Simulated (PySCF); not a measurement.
# How methods differ on the ionisation energy of Xe³¹⁺

Xe³¹⁺ [Ar] 3d5 (6S) → Xe³²⁺ [Ar] 3d4 (5D), as a difference of total energies. Calculation: PySCF 2.14, in an uncontracted even-tempered set (17 s from 4.4 bohr⁻², ratio 2.5; 11 p from 5.7 bohr⁻², ratio 2.5; 8 d from 5.7 bohr⁻², ratio 2.5; 4 f from 23 bohr⁻², ratio 2.7; 3 g from 35 bohr⁻², ratio 2.7); the non-relativistic Hamiltonian (point nucleus). Correlated levels: outer shells: [Ne] frozen; virtual orbitals above 40 to 60 times the deepest correlated orbital energy dropped. The calculations carry no spin-orbit coupling.

```
                method  ionisation energy (eV)
                   UHF                  1937.8
                   LDA                  1935.9
                   PBE                  1935.4
                  PBE0                  1936.4
                r2SCAN                  1936.9
                   M06                  1936.9
                 B97-3                  1936.7
    MP2 (outer shells)                  1938.1
SCS-MP2 (outer shells)                  1937.5
```

A first-order spin-orbit estimate (lowest level to lowest level, LS coupling) adds -9.078 eV.

The gap to the reference is mostly relativistic.

For comparison: 1919 ± 4 eV (theoretical estimate listed by NIST; NIST Atomic Spectra Database, ionization energies).
